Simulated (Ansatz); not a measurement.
Si43H56, a nanocrystal cut from cubic silicon, relaxed as a singlet with RKS PBE-D4/def2-SVP in Ansatz, starting from a model built from a lattice or polyhedron. Force threshold 0.03 eV/Å.

Single mean-field runs in def2-SVP are fitted with def2-universal-jkfit.

Start:

Cartesian coordinates in Å:
```
Si 4.214 -1.599 3.724
Si 7.052 -2.439 1.249
Si 3.570 -4.015 0.813
Si 4.781 -1.348 -1.659
Si 1.415 -0.764 6.217
Si 0.740 -3.170 3.296
Si -0.834 0.313 3.298
Si 3.197 2.138 -1.681
Si 0.416 2.969 0.846
Si 1.977 -0.518 0.815
Si 1.287 -2.908 -2.084
Si -1.531 -2.092 0.364
Si -0.272 0.565 -2.077
Si 2.541 -0.249 -4.558
Si -0.931 -1.839 -5.004
Si 0.295 0.833 -7.497
Si -3.669 1.146 5.754
Si -4.301 -1.261 2.843
Si -5.927 2.222 2.863
Si -3.092 1.405 0.393
Si -3.742 -0.996 -2.546
Si -5.320 2.486 -2.547
Si -2.516 1.680 -5.031
Si 6.097 -0.736 2.591
Si 3.292 0.080 5.074
Si 2.620 -2.298 2.174
Si 3.847 0.330 -0.305
Si 5.442 -3.137 -0.282
Si 3.186 -2.055 -3.237
Si 1.032 1.165 2.158
Si -1.794 2.007 4.636
Si -0.174 -1.463 4.631
Si -2.429 -0.391 1.726
Si 1.593 1.415 -3.222
Si -1.217 2.238 -0.766
Si 0.379 -1.217 -0.737
Si -1.890 -0.137 -3.671
Si -0.651 2.498 -6.148
Si 0.951 -0.975 -6.146
Si -4.041 3.078 1.735
Si -5.265 0.461 4.224
Si -3.460 3.358 -3.712
Si -4.662 0.680 -1.202
H 4.626 -2.723 4.575
H 7.445 -3.542 2.091
H 8.209 -1.891 0.573
H 3.970 -5.110 1.672
H 2.561 -4.447 -0.147
H 5.939 -0.810 -2.348
H 1.806 -1.865 7.042
H 0.817 0.290 7.053
H 1.154 -4.322 4.134
H -0.208 -3.602 2.331
H 4.357 2.683 -2.370
H 2.624 3.178 -0.834
H -0.205 4.023 1.615
H 1.547 3.507 0.121
H 1.717 -4.042 -1.266
H 0.361 -3.372 -3.076
H -1.086 -3.235 1.200
H -2.484 -2.526 -0.592
H 3.666 0.300 -5.288
H -0.509 -2.939 -4.184
H -1.923 -2.305 -5.980
H 1.434 1.355 -8.154
H -0.665 0.367 -8.479
H -3.277 0.007 6.614
H -4.271 2.190 6.612
H -3.897 -2.367 3.688
H -5.325 -1.699 1.898
H -6.493 3.275 3.689
H -6.877 1.796 1.886
H -3.337 -2.124 -1.706
H -4.735 -1.469 -3.507
H -5.909 3.531 -1.712
H -6.318 2.026 -3.494
H -3.492 1.195 -5.977
H 7.084 -0.264 3.584
H 5.696 0.397 1.774
H 4.257 0.555 6.063
H 2.875 1.202 4.254
H 4.861 0.791 0.633
H 6.044 -4.194 -1.145
H 3.768 -3.105 -4.053
H 2.008 1.611 3.142
H -0.795 2.445 5.621
H -2.188 3.132 3.812
H -1.355 -2.004 5.366
H 1.197 2.541 -4.043
H -1.609 3.385 -1.600
H 0.360 2.989 -5.184
H -1.088 3.652 -6.975
H 1.523 -1.994 -6.975
H -3.052 3.544 2.675
H -4.423 4.213 0.882
H -6.415 -0.095 4.893
H -2.454 3.792 -2.701
H -3.881 4.450 -4.511
H -5.841 0.159 -0.503
```

**Question.** Estimate the energy that the relaxation releases and the steps that it takes.

**Answer.** 95.8 kcal/mol, in 7 steps; 44 s on 11 threads of AMD EPYC 7R13 on a shared host and a whole NVIDIA H100 80GB HBM3. The force fell under the threshold at step 5, but the optimiser went on and released 0.027 eV more. No frequencies were taken in this run, so the end may be a saddle point.

**Question.** Does the start keep its bonding?

**Answer.** By distances, no bond broke or formed. The bond that changes most is Si16–H65, from 1.41 to 1.51 Å (atoms count from 1).

**Question.** Predict the relaxed structure.

**Answer.** 
Cartesian coordinates in Å:
```
Si 4.259 -1.589 3.822
Si 7.140 -2.350 1.266
Si 3.814 -4.030 1.129
Si 4.778 -1.423 -1.658
Si 1.360 -0.769 6.318
Si 0.992 -3.217 3.563
Si -0.806 0.307 3.308
Si 3.360 2.065 -1.821
Si 0.261 3.009 0.916
Si 1.982 -0.517 0.805
Si 1.288 -2.948 -2.088
Si -1.504 -2.052 0.398
Si -0.263 0.565 -2.111
Si 2.510 -0.330 -4.604
Si -1.135 -1.645 -5.300
Si 0.346 0.925 -7.558
Si -3.620 1.145 5.793
Si -4.306 -1.216 2.863
Si -5.917 2.253 2.807
Si -3.094 1.410 0.333
Si -3.920 -0.851 -2.817
Si -5.447 2.512 -2.523
Si -2.585 1.709 -5.067
Si 6.325 -0.885 2.932
Si 3.447 -0.087 5.447
Si 2.675 -2.275 2.210
Si 3.858 0.302 -0.348
Si 5.513 -3.154 -0.245
Si 3.172 -2.134 -3.234
Si 1.049 1.170 2.150
Si -1.636 1.929 4.798
Si -0.170 -1.499 4.675
Si -2.430 -0.359 1.738
Si 1.625 1.379 -3.250
Si -1.195 2.252 -0.767
Si 0.376 -1.245 -0.752
Si -1.876 -0.082 -3.700
Si -0.910 2.601 -6.464
Si 0.912 -0.936 -6.220
Si -4.145 3.139 1.536
Si -5.227 0.484 4.202
Si -3.790 3.401 -3.952
Si -4.708 0.688 -1.219
H 4.567 -2.864 4.578
H 7.687 -3.552 1.997
H 8.284 -1.702 0.525
H 4.478 -4.839 2.219
H 2.880 -4.946 0.386
H 5.976 -0.871 -2.397
H 1.646 -1.954 7.210
H 0.773 0.324 7.176
H 1.709 -4.039 4.610
H 0.090 -4.144 2.795
H 4.585 2.319 -2.669
H 3.024 3.338 -1.091
H -0.517 3.907 1.848
H 1.396 3.815 0.343
H 1.668 -4.116 -1.216
H 0.246 -3.427 -3.063
H -1.111 -3.223 1.258
H -2.533 -2.540 -0.588
H 3.728 0.212 -5.318
H -1.073 -3.042 -4.747
H -2.163 -1.635 -6.408
H 1.580 1.530 -8.182
H -0.527 0.407 -8.676
H -3.271 -0.059 6.635
H -4.202 2.197 6.705
H -3.883 -2.389 3.712
H -5.315 -1.700 1.852
H -6.565 3.337 3.634
H -6.953 1.717 1.849
H -3.826 -2.256 -2.290
H -4.898 -0.857 -3.969
H -6.034 3.605 -1.665
H -6.543 1.994 -3.424
H -3.581 1.062 -6.004
H 7.328 -0.863 4.060
H 6.213 0.519 2.403
H 4.443 -0.059 6.582
H 3.363 1.307 4.889
H 4.885 0.770 0.654
H 6.139 -4.254 -1.072
H 3.767 -3.223 -4.096
H 2.088 1.645 3.135
H -0.595 2.163 5.865
H -1.884 3.240 4.102
H -1.395 -2.041 5.377
H 1.211 2.541 -4.119
H -1.588 3.418 -1.640
H -0.013 3.518 -5.679
H -1.591 3.435 -7.523
H 1.482 -2.009 -7.120
H -3.170 3.859 2.428
H -4.687 4.139 0.543
H -6.439 -0.040 4.940
H -2.859 4.306 -3.192
H -4.477 4.240 -5.003
H -5.897 0.129 -0.470
```
Bond lengths: 58 × Si–Si 2.35 to 2.36 Å; 56 × H–Si 1.50 to 1.51 Å.
